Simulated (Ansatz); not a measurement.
Program: Ansatz. Geometries: PBE0-D4/def2-TZVP. ΔE: electronic, gas phase. CBS: MP2 limit from def2 TZ/QZ plus the TZ coupled-cluster correction, frozen cores. DFT in def2-TZVPP. B3LYP here is the variant with VWN-RPA as its local correlation; programs differ in this. One conformer a species, not always the lowest.

Reaction (cleavage of the Si–Si bond): `B[Si](F)(F)[SiH3]` + `N=C(O)[SiH3]` → `N=C([SiH3])O[SiH3]` + `B[SiH](F)F`

(1) Is it downhill or uphill in electronic energy at CCSD(T)/CBS, and by how much? (Best estimate.)

(2) What do these levels give: r2SCAN-D4, B3LYP-D4, HF/def2-TZVPP, MP2/def2-TZVPP, HF/def2-QZVPP, CCSD/CBS(def2)? (Estimate.)

Largest T1 diagnostic among the species: 0.014.

## Answers

(1) Computed: Downhill: ΔE = -0.96 eV.

(2) The calculation gave: r2SCAN-D4 -0.83, B3LYP-D4 -0.90, HF/def2-TZVPP -1.15, MP2/def2-TZVPP -1.07, HF/def2-QZVPP -1.16, CCSD/CBS(def2) -0.98 eV.

In def2-TZVPP, CCSD(T) changes the Hartree–Fock value by +0.18 eV (the triples alone add +0.02 eV) and MP2 by +0.08 eV. From PBE to PBE0 (25 % exact exchange), in def2-TZVPP and without D4, ΔE moves by −0.10 eV.
